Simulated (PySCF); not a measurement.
# Ionisation energy of V by level of theory

V [Ar] 3d3 4s2 (4F) → V+ [Ar] 3d4 (5D), as a difference of total energies. Computed with PySCF 2.14 in aug-cc-pwCVTZ-DK with one added diffuse shell each of s, p, d, f, g type (11s10p8d5f4g, 152 functions), with scalar relativity by spin-free X2C-1e. The calculations carry no spin-orbit coupling.

Problem. Order these methods by the ionisation energy they give, lowest first.
A. UHF
B. HSE06
C. LC-wPBE
D. wB97M-V

Solution. C (5.888 eV), A (6.174 eV), B (6.407 eV), D (6.592 eV).

For comparison: 6.732 eV (measured; NIST levels, between the centres of gravity of the two terms).
